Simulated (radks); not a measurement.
Spin polarisation of the 4f6 shell in neutral samarium. Start: [Xe] 4f(up 3, down 3) 6s2; electrons of 4f are moved from spin down to spin up, other shells keep equal spins. Calculated with a radial shooting solver on a logarithmic mesh with Libxc functionals: scalar-relativistic Kohn-Sham, r2SCAN, spin-polarised, spherical densities, finite nucleus; meta-GGA in the generalised Kohn-Sham scheme; Fermi nuclear charge, rms radius of each element as measured or else 0.836 A^(1/3) + 0.57 fm.

[
 {"moment (Bohr magnetons)": "0", "E - E(0) (eV)": "0.000", "e(4f up) (eV)": "-2.245", "e(4f down) (eV)": "-2.245", "6s down minus up (eV)": "0.000", "5p down minus up (eV)": "0.000", "5s down minus up (eV)": "0.000"},
 {"moment (Bohr magnetons)": "1", "E - E(0) (eV)": "-0.230", "e(4f up) (eV)": "-2.682", "e(4f down) (eV)": "-1.763", "6s down minus up (eV)": "0.051", "5p down minus up (eV)": "0.375", "5s down minus up (eV)": "0.534"},
 {"moment (Bohr magnetons)": "2", "E - E(0) (eV)": "-0.920", "e(4f up) (eV)": "-3.072", "e(4f down) (eV)": "-1.235", "6s down minus up (eV)": "0.103", "5p down minus up (eV)": "0.752", "5s down minus up (eV)": "1.070"},
 {"moment (Bohr magnetons)": "3", "E - E(0) (eV)": "-2.067", "e(4f up) (eV)": "-3.410", "e(4f down) (eV)": "-0.662", "6s down minus up (eV)": "0.156", "5p down minus up (eV)": "1.133", "5s down minus up (eV)": "1.608"},
 {"moment (Bohr magnetons)": "4", "E - E(0) (eV)": "-3.668", "e(4f up) (eV)": "-3.688", "e(4f down) (eV)": "-0.041", "6s down minus up (eV)": "0.212", "5p down minus up (eV)": "1.521", "5s down minus up (eV)": "2.150"}
]

At moment 4 the spin-polarisation energy is -3.668 eV and the 4f exchange splitting 3.647 eV, that is 0.912 eV per Bohr magneton; E = -I m^2/4 would give I = 0.917 eV.
